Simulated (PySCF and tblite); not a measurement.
Values are calculated unless marked as measured or tabulated.
## Rotation: stationary points, barriers and rates

System: C3H7BClN, numbered as in [CH2:1]=[CH:2][B:3]([Cl:4])[NH:5][CH3:6].

Motion: rotation about the B3–C2 bond (torsion Cl4–B3–C2–C1 from 0° to 194°, rising). The path came from a restrained scan, a climbing-image band and a saddle search at GFN2-xTB; energies are CAM-B3LYP/pcSseg-1 + D3(BJ), IEF-PCM acetone//GFN2-xTB, thermal terms GFN2-xTB. Rate constants are transition-state-theory values, counting equivalent paths, without tunnelling. Run with tblite and PySCF.

```json
{"point": "start", "symmetry": "Cs", "E(GFN2) kcal/mol": "0.0", "E(DFT) kcal/mol": "0.0", "ZPE change kcal/mol": "0.00", "lowest mode cm⁻¹": "69", "dipole D": "3.36"}
{"point": "saddle", "symmetry": "C1", "E(GFN2) kcal/mol": "2.6", "E(DFT) kcal/mol": "4.0", "ZPE change kcal/mol": "-0.23", "lowest mode cm⁻¹": "78i", "dipole D": "3.48"}
{"point": "end", "symmetry": "C1", "E(GFN2) kcal/mol": "0.6", "E(DFT) kcal/mol": "1.4", "ZPE change kcal/mol": "-0.04", "lowest mode cm⁻¹": "40", "dipole D": "3.62"}
```

| Property | Result |
| --- | --- |
| Electronic barrier | 4.0 kcal/mol |
| Barrier with zero-point energy | 3.8 kcal/mol |
| ΔH‡ (298 K) | 3.3 kcal/mol |
| ΔS‡ (298 K, symmetry apart) | -2.6 cal/(mol K) |
| Paths | 2 equivalent paths |
| End point | a different minimum |
| Mean lifetime of the start against this motion at 298 K | 85 ps |
| Cost | 65 s on 1 thread of Arm Neoverse V1, on a host shared with other jobs (rough), peak memory 0.85 GiB, launched as `OMP_NUM_THREADS=1 python ens_run.py task.json out` |

```csv
T/K,ΔG‡ kcal/mol,k s⁻¹,ΔG kcal/mol,k back s⁻¹
200,4.0,4×10⁸,1.2,4.2×10⁹
250,4.0,3.1×10⁹,1.2,1.7×10¹⁰
298,4.1,1.2×10¹⁰,1.2,4.2×10¹⁰
350,4.2,3.3×10¹⁰,1.1,8.5×10¹⁰
400,4.3,7.1×10¹⁰,1.1,1.4×10¹¹
```

ΔG and ΔG‡ leave out symmetry numbers and mirror images; rates count paths: 2 out, 1 back.
